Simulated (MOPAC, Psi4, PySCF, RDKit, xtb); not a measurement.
Two geometries of SMILES CC(=O)C(C)=O, relaxed at B3LYP-D3(BJ)/def2-SVP with one dihedral held; other torsions can differ between them too.

Structure A

```
12

C      1.9007    -0.6095    -0.1253
C      0.6871     0.2772    -0.2916
O      0.7453     1.4439    -0.5969
C     -0.6966    -0.3781    -0.0690
C     -0.9729    -0.9458     1.3051
O     -1.4930    -0.3992    -0.9762
H      2.0073    -0.9146     0.9293
H      1.7873    -1.5316    -0.7195
H      2.8007    -0.0646    -0.4400
H     -2.0254    -1.2522     1.3719
H     -0.3249    -1.8183     1.4934
H     -0.7443    -0.1983     2.0831
```

Structure B

```
12

C     -1.9577    -0.5830    -0.1431
C     -0.7105     0.2579    -0.3089
O     -0.7390     1.4166    -0.6378
C      0.6825    -0.4081    -0.0410
C      0.7202    -1.8632     0.3722
O      1.6746     0.2628    -0.1736
H     -2.0305    -0.9769     0.8838
H     -1.9343    -1.4543    -0.8177
H     -2.8404     0.0302    -0.3652
H      1.7633    -2.1717     0.5180
H      0.2504    -2.4999    -0.3950
H      0.1550    -2.0193     1.3055
```

Question: Which is lower in energy at the level DF-MP2 (frozen core)/cc-pVTZ // B3LYP-D3(BJ)/def2-SVP in Psi4, and by how much?

Answer: A is lower, by 1.59 kJ/mol (dihedral O3–C2–C4–O6: 60° in A, 0° in B).

E(B) − E(A) in kJ/mol at the other levels, on the same two geometries: MMFF94 // B3LYP-D3(BJ)/def2-SVP (RDKit) 6.27; PBE/def2-TZVP // B3LYP-D3(BJ)/def2-SVP (Psi4) 4.15; PBE-D3(BJ)/def2-TZVP // B3LYP-D3(BJ)/def2-SVP (Psi4) 3.91; HF/cc-pVTZ // B3LYP-D3(BJ)/def2-SVP (Psi4) 6.68; UFF // B3LYP-D3(BJ)/def2-SVP (RDKit) -18.96; AM1, restricted, heats of formation // B3LYP-D3(BJ)/def2-SVP (MOPAC) 12.54; PM6, restricted, heats of formation // B3LYP-D3(BJ)/def2-SVP (MOPAC) 13.54; GFN1-xTB // B3LYP-D3(BJ)/def2-SVP (xtb) 9.93; restricted B3LYP/6-31G*, spherical d, density fitting // B3LYP-D3(BJ)/def2-SVP (PySCF) -0.51; restricted Hartree-Fock/STO-3G // B3LYP-D3(BJ)/def2-SVP (PySCF) -5.41; restricted Hartree-Fock/LANL2DZ // B3LYP-D3(BJ)/def2-SVP (PySCF) 5.61; restricted M06-2X/6-31G*, spherical d, density fitting // B3LYP-D3(BJ)/def2-SVP (PySCF) -3.65.
